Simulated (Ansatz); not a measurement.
Born–Oppenheimer molecular dynamics of C2H9ClSi2 (14 atoms, charge 0, multiplicity 1). It starts from a relaxed structure.

Method: RKS B3LYP/6-31G in Ansatz.

```json
{"ensemble": "NVE (velocity Verlet)", "time step": "1 fs", "steps asked": "148", "starting velocities drawn for": "500 K", "seed": "777201"}
```

First frame:

```xyz
14
Properties=species:S:1:pos:R:3
Si 0.070 0.088 -0.009
Si -0.078 -0.147 2.349
H -1.512 -0.248 2.780
H 0.668 -1.369 2.801
H 0.535 1.059 3.011
C 1.869 0.107 -0.653
H 2.415 -0.781 -0.322
H 1.877 0.131 -1.747
H 2.391 0.997 -0.281
C -0.930 1.570 -0.683
H -1.975 1.517 -0.366
H -0.501 2.510 -0.316
H -0.901 1.577 -1.778
Cl -0.876 -1.739 -0.876
```

(1) What does the run give?

(2) What happens to the structure?

(3) How do temperature and energy run in time?

Answers

(1) All steps were run.

```
steps done                                               : 148
time covered                                             : 148 fs
mean temperature over the second half                    : 240 K
spread of the potential energy over the second half      : 5.5 meV per atom
mean potential energy of the second half above the start : 29.4 meV per atom
```

The conserved energy stayed within 1.1 meV per atom of its start (net change 0.41 meV per atom), so the integration is sound. Over the second half the temperature averaged 0.48 of the 500 K drawn at the start: a run that starts near a minimum puts about half its kinetic energy into the potential. A run of 0.15 ps of so small a system gives no equilibrium averages. Limits of this set-up: no polarisation functions.

(2) The same pairs are bonded in the first frame and the last. Pairs count as bonded within 1.25 times the sum of covalent radii (0.12 Å more for H–H). The details hang on the random start.

(3) 
```csv
time (fs),T (K),potential energy less start (eV),conserved less start (meV/atom)
0,500,0.000,0.00
7,255,0.389,0.58
14,268,0.371,0.74
21,359,0.222,0.20
28,140,0.567,0.68
35,203,0.472,0.78
42,211,0.454,0.41
49,133,0.579,0.69
56,234,0.422,0.65
63,232,0.420,0.35
70,245,0.403,0.57
77,326,0.276,0.44
84,294,0.322,0.25
91,284,0.343,0.60
98,312,0.299,0.47
105,231,0.422,0.35
112,174,0.518,0.83
119,187,0.496,0.70
126,210,0.455,0.34
133,134,0.579,0.88
140,228,0.433,0.75
147,271,0.360,0.27
```

Time of the run: 16 min on 1 thread of Intel(R) Xeon(R) Platinum 8259CL CPU @ 2.50GHz (Skylake/Cascade Lake), on a shared host, peak memory 0.2 GiB.
